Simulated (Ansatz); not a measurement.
`C=NB(F)Cl` + `CC(C)[NH][AlH2]` → `C=NBF` + `CC(C)[NH][AlH][Cl]`  (redistribution)

Computed with Ansatz on PBE0-D4/def2-TZVP structures; ΔE is electronic, products minus reactants. CCSD(T)/CBS is the MP2 limit (def2-TZVPP, def2-QZVPP) plus CCSD(T) − MP2 in def2-TZVPP, frozen cores. Functionals use def2-TZVPP. Each species was taken in one conformer, which may not be the lowest.

```
             level  ΔE (kJ/mol)
         r2SCAN-D4        -91.5
    MP2/def2-QZVPP        -93.9
SCS-MP2/def2-QZVPP        -93.9
    CCSD/CBS(def2)        -95.9
```

Question: What does CCSD(T)/CBS give? (An estimate is asked.)

Answer: The calculation gave: -93.8 kJ/mol. The listed levels differ from it by 2.3, -0.1, -0.1, -2.1 kJ/mol.

Largest T1 diagnostic among the species: 0.014.

From PBE to PBE0 (25 % exact exchange), in def2-TZVPP and without D4, ΔE moves by −3.4 kJ/mol. In def2-TZVPP, CCSD(T) changes the Hartree–Fock value by +8.7 kJ/mol (the triples alone add +2.1 kJ/mol) and MP2 by +7.0 kJ/mol.
